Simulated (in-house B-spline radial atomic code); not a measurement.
Configurations of Zn+, with energies counted from [Ar] 3d10 4s1. Method: scalar-relativistic (X2C) TPSSh, spin-polarised, spherical fractional occupations, Fermi nucleus of rms radius 3.9283 fm. Calculated with a B-spline radial code for spherical atoms. Caution: exact exchange at fractional occupations of open shells leaves self-interaction of up to several eV. Shells without spins written out take the highest spin.

Occupations are held fixed; configurations that lie above the ionisation limit could autoionise.

```tsv
configuration	E - E(ref) (eV)	highest orbital	its <r> (bohr)
[Ar] 3d10 4p1	6.598	4p up	3.105
[Ar] 3d10 4f(0 up, 1 down)	14.865	4f down	8.861
[Ar] 3d10 5f(1 up, 0 down)	16.004	5f up	15.31
[Ne] 3s2 3p5 3d10 4s2	84.711	4s down	2.274
[Ne] 3s2 3p5 3d10 4s1 4p1	90.702	4p up	2.781
[Ne] 3s2 3p5 3d10 4s1 5s1	96.812	5s up	5.445
```

Q: Order these further configurations by energy, lowest first.
A. [Ar] 3d10 5s1
B. [Ne] 3s2 3p5 3d10 4s1 4f1
C. [Ar] 3d9 4s1 5f1
D. [Ne] 3s2 3p(3 up, 2 down) 3d10 4s(1 up, 0 down) 4p(0 up, 1 down)
E. [Ne] 3s2 3p5 3d10 4s1 5d1

A: A (10.875 eV), C (26.643 eV), D (91.993 eV), E (100.91 eV), B (101.17 eV).

Q: How far above the reference does [Ar] 3d(4 up, 5 down) 4s2 lie?

A: 9.2438 eV; its least bound orbital is 4s up with <r> = 2.289 bohr.
